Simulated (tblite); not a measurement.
Isomers of [C8H12OP]+ (charge +1). Computed values, GFN2-xTB/tblite, gas phase, harmonic and unscaled. Errors from tens to a few hundred cm⁻¹ against measured bands are possible. Modes of hydrogen on phosphorus can be 10 to 20 % off. One conformer each.

Electronic energies: GFN2-xTB at the same geometries; isomer energies are rough at this level and their order can be wrong.

```csv
SMILES,"electronic energy, lowest = 0 (kcal/mol)"
C=C[P@@H+]1C=CC(C)=C1OC,20.1
C#C[P+]1(C)CCC(=O)CC1,16.4
C[C@@H]1C[P@+]1(C)c1ccco1,0.0
```

**Question.** How do GFN2-xTB zero-point energies change the relative energies?

**Answer.** 
```csv
SMILES,ZPE (kcal/mol),of it from modes above 1550 cm⁻¹,electronic (kcal/mol),"with ZPE, lowest = 0 (kcal/mol)",lowest mode (cm⁻¹),rings
C[C@@H]1C[P@+]1(C)c1ccco1,110.7,52.6,0.0,0.0,35,2
C#C[P+]1(C)CCC(=O)CC1,109.9,57.3,16.4,15.6,49,1
C=C[P@@H+]1C=CC(C)=C1OC,108.3,55.8,20.1,17.7,48,1
```

The zero-point energies span 2.4 kcal/mol, from `C=C[P@@H+]1C=CC(C)=C1OC` to `C[C@@H]1C[P@+]1(C)c1ccco1`. The order is unchanged.

**Question.** What do entropy and thermal enthalpy add at 298.15 K and 1 bar (rigid rotor, harmonic oscillator, one conformer each)?

**Answer.** 
| SMILES | point group | symmetry number | S (cal/(mol K)) | H − H(0) (kcal/mol) | ZPE + H − H(0) − TS (kcal/mol) |
| --- | --- | --- | --- | --- | --- |
| C[C@@H]1C[P@+]1(C)c1ccco1 | C1 | 1 | 105.8 | 7.77 | 86.9 |
| C#C[P+]1(C)CCC(=O)CC1 | Cs | 1 | 105.8 | 7.97 | 86.4 |
| C=C[P@@H+]1C=CC(C)=C1OC | C1 | 1 | 108.8 | 8.27 | 84.2 |
